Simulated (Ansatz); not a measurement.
Cartesian coordinates (Å):
SMILES: C/C=C(/[SiH3])C#N
```xyz
13

C      2.1111    -0.0070     0.0708
C      0.7091    -0.4963     0.1766
C     -0.4064     0.2097    -0.0781
Si    -2.1250    -0.5320     0.0955
C     -0.3232     1.5701    -0.4964
N     -0.3170     2.6727    -0.8373
H      2.6724    -0.6228    -0.6380
H      2.6180    -0.1050     1.0352
H      2.1622     1.0324    -0.2492
H      0.5872    -1.5283     0.4921
H     -2.8315    -0.4854    -1.2031
H     -1.9507    -1.9344     0.5351
H     -2.9062     0.2263     1.0966
```
Charge 0, spin multiplicity 1.

The numbers are results of frozen-core CCSD(T)/cc-pVTZ // B3LYP-D3(BJ)/def2-TZVP (Ansatz, a quantum-chemistry and plane-wave program), not measurements. The restricted HF reference is unstable towards unrestricted orbitals.

```yaml
HF energy: -498.99165 Ha
MP2 correlation energy: -0.95436 Ha
```

**Question.** Estimate the CCSD correlation energy, the (T) correction, the total energy and the T1 diagnostic.

**Answer.** 
```json
{
  "CCSD correlation energy": "-0.99653 Ha",
  "(T) correction": "-0.04823 Ha",
  "CCSD(T) total energy": "-500.03641 Ha",
  "T1 diagnostic": "0.013"
}
```
